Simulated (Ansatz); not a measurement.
Mulliken charges of `[F][GeH]([F])[SeH]` from ωB97M-V/def2-TZVPP in Ansatz (PBE0-D4/def2-TZVP geometry).

```tsv
atom	x (Å)	y (Å)	z (Å)	charge (e)
F1	1.953	-0.442	0.560	-0.357
Ge2	0.343	-0.396	-0.049	0.798
F3	0.527	-0.411	-1.764	-0.356
Se4	-0.529	1.626	0.678	-0.202
H5	-0.388	-1.683	0.334	0.028
H6	-1.864	1.241	0.195	0.089
```

Q: By hand: the dipole of these point charges (1 e Å = 4.8032 D).

A: Σ q r = (-0.681, -0.277, 0.279) e Å, of length 0.786 e Å = 3.78 D.

Q: How does the dipole of the full density compare? (Estimate.)

A: The calculation gave: (-0.529, -0.045, 0.224) e Å, 2.77 D; the point charges give 1.36 times that, at 16° from its direction.

Point charges leave out the atoms' own dipoles, such as those of lone pairs, and Mulliken's split depends on the basis, so the two needn't agree.
